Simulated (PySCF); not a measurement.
A species of formula C2H9PSSi2 has this rotational fingerprint, computed with CAM-B3LYP/def2-SVPD in PySCF (dipole) on a GFN2-xTB geometry, gas phase:

| Quantity | Value |
| --- | --- |
| Rotational constants | A = 2151, B = 956.5, C = 717.4 MHz |
| Dipole components | \|μa\| = 0.57 D, \|μb\| = 0.95 D, \|μc\| = 0.44 D |
| Inertial defect | -58.91 u·Å² |
| κ | -0.67 |

Question: Which candidate fits, each taken in the one conformer that was computed?
A. `[SiH3:1]/[CH:2]=[CH:3]/[S:4][SiH2:5][PH2:6]` with C2–C3–S4–Si5 180°, C3–S4–Si5–P6 17°, S4–Si5–P6–H 160° and 67°
B. `[CH2:1]=[CH:2][Si@H:3]([PH2:4])[S:5][SiH3:6]` with C1–C2–Si3–P4 -10°, C2–Si3–P4–H 167° and 75°, C2–Si3–S5–Si6 151°
C. `[CH2:1]1[CH2:2][S:3][SiH2:4][PH:5][SiH2:6]1` with Si6–C1–C2–S3 78°, C1–C2–S3–Si4 -75°, C2–S3–Si4–P5 57°, S3–Si4–P5–Si6 -41°

Answer: B. It is C=C[Si@H](P)S[SiH3], an asymmetric top, point group C1. The candidates at the same level (rigid rotor, commonest isotopes):

```tsv
SMILES	A (MHz)	B (MHz)	C (MHz)	μa (D)	μb (D)	μc (D)	Δ (u·Å²)	point group	rotor
[SiH3]/C=C/S[SiH2]P	2249	681.3	533.7	1.28	0.83	0.31	-19.52	C1	asymmetric top
C1CS[SiH2]P[SiH2]1	1848	1479	894.8	0.45	1.45	0.33	-50.42	C1	asymmetric top
C=C[Si@H](P)S[SiH3]	2151	956.5	717.4	0.57	0.95	0.44	-58.91	C1	asymmetric top
```

`[SiH3]/C=C/S[SiH2]P` has B 29 % too low; `C1CS[SiH2]P[SiH2]1` has B 55 % too high. No structure here is proved a minimum.
